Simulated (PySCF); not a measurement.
Species: C4H14BNSi2.
Numbering: `[CH3:1][B:2]([CH3:3])[C@H:4]1[CH2:5][SiH2:6][NH:7][SiH2:8]1`

Structure used (PBE0-D3(BJ)/def2-SVP), in Å, numbered top down from 1:
```
atom  x, y, z in Å
C1     2.0641   -1.1757    0.4534
B2     1.3953    0.0175   -0.3288
C3     2.2859    1.2067   -0.8558
C4    -0.1511    0.0534   -0.5499
C5    -0.9927   -1.2301   -0.3785
Si6   -2.7669   -0.7552    0.0647
N7    -2.4290    0.7360    0.9074
Si8   -0.8111    1.3452    0.6967
H9     1.5530   -1.3541    1.4154
H10    3.1383   -1.0478    0.6517
H11    1.9308   -2.1091   -0.1231
H12    2.9244    1.6095   -0.0507
H13    2.9920    0.7968   -1.6019
H14    1.7421    2.0377   -1.3298
H15   -0.3803    0.5520   -1.5111
H16   -0.9334   -1.8668   -1.2765
H17   -0.5987   -1.8383    0.4534
H18   -3.4589   -1.7574    0.9368
H19   -3.6341   -0.5637   -1.1454
H20   -3.1240    1.2290    1.4568
H21   -0.0341    1.3767    1.9808
H22   -0.7621    2.7329    0.1381
```

NICS = −σ at a ghost point: NICS(0) at the centroid of the ring atoms, NICS(1) 1 Å to either side along the normal of their mean plane, zz for the tensor component along that normal. Level: GIAO CAM-B3LYP/pcSseg-1 (PySCF, non-relativistic, gas phase) on the PBE0-D3(BJ)/def2-SVP geometry, one conformer.

Ring bond lengths (Å): C4–C5 1.544, C5–Si6 1.889, Si6–N7 1.746, N7–Si8 1.742, Si8–C4 1.913.

Question: What do the NICS probes read (ppm)?

Answer: 
```json
{"ring": "C4–C5–Si6–N7–Si8", "type": "5-membered ring with N and 2 Si; formal bonds all single", "NICS(0)": "-5.4", "NICS(1), two faces": "-3.2 / -2.5", "NICS(1)zz, two faces": "-1.1 / -1.1", "rms pucker (Å)": "0.16", "centre to ring atoms, mean (Å)": "1.49"}
```

Question: What do they say, and how far can they be read as aromaticity?

Answer: 
- C4–C5–Si6–N7–Si8: mean NICS(1)zz -1.1 ppm, near zero. C4, C5, Si6, Si8 have four or more neighbours; no verdict on aromaticity is drawn.

Question: What is the mean of the two in-plane components of NICS at the first NICS(1) probe listed for ring C4–C5–Si6–N7–Si8, 1 Å off the ring?

Answer: The isotropic value is a third of the trace: (3 × -3.2 − (-1.1))/2 = -4.3 ppm.

Question: List the ring angles.

Answer: 
- C4–C5–Si6–N7–Si8: C4 107.5°, C5 109.2°, Si6 98.4°, N7 114.8°, Si8 99.4°; sum 529.4° against 540° for a flat convex ring.

Question: What are the shieldings of the ring atoms and their hydrogens in the same run (means over atoms taken as equivalent)?

Answer: 
| atoms | environment | σ isotropic (ppm) | principal values of the symmetric part, first atom (ppm) |
| --- | --- | --- | --- |
| C4 | sp3 carbon bound to silicon | 150.2 | 110.6, 160.7, 179.3 |
| C5 | sp3 carbon bound to silicon | 173.4 | 159.9, 171.5, 188.7 |
| Si6 | SiH2 silicon | 361.4 | 308.8, 352.2, 423.4 |
| N7 | nitrogen bridging silicon atoms | 256.4 | 227.2, 239.2, 303.0 |
| Si8 | SiH2 silicon | 366.4 | 310.5, 355.6, 433.2 |
| H15 | methine hydrogen | 29.36 | 24.9, 28.7, 34.5 |
| H16 | methylene hydrogen | 30.40 | 25.7, 27.5, 38.0 |
| H17 | methylene hydrogen | 30.09 | 24.5, 29.8, 36.0 |
| H18 | Si–H hydrogen | 26.48 | 23.3, 23.8, 32.3 |
| H19 | Si–H hydrogen | 26.58 | 23.1, 24.0, 32.7 |
| H20 | N–H hydrogen | 31.60 | 22.5, 27.4, 45.0 |
| H21 | Si–H hydrogen | 27.02 | 23.3, 26.0, 31.8 |
| H22 | Si–H hydrogen | 26.52 | 22.6, 25.1, 31.8 |

Question: How do the values depend on the level or the medium?

Answer: 
```json
{"level": "CAM-B3LYP/pcSseg-1, gas", "NICS(0), C4–C5–Si6–N7–Si8": "-5.4", "mean NICS(1)zz, C4–C5–Si6–N7–Si8": "-1.1"}
{"level": "PBE0/pcSseg-1, gas", "NICS(0), C4–C5–Si6–N7–Si8": "-5.8", "mean NICS(1)zz, C4–C5–Si6–N7–Si8": "-1.3"}
{"level": "PBE0/pcSseg-1, IEF-PCM benzene", "NICS(0), C4–C5–Si6–N7–Si8": "-5.8", "mean NICS(1)zz, C4–C5–Si6–N7–Si8": "-1.3"}
{"level": "PBE0/pcSseg-1, IEF-PCM methanol", "NICS(0), C4–C5–Si6–N7–Si8": "-5.8", "mean NICS(1)zz, C4–C5–Si6–N7–Si8": "-1.3"}
```

The geometry is the same throughout; the continuum's cavity takes Bondi-type radii × 1.2.
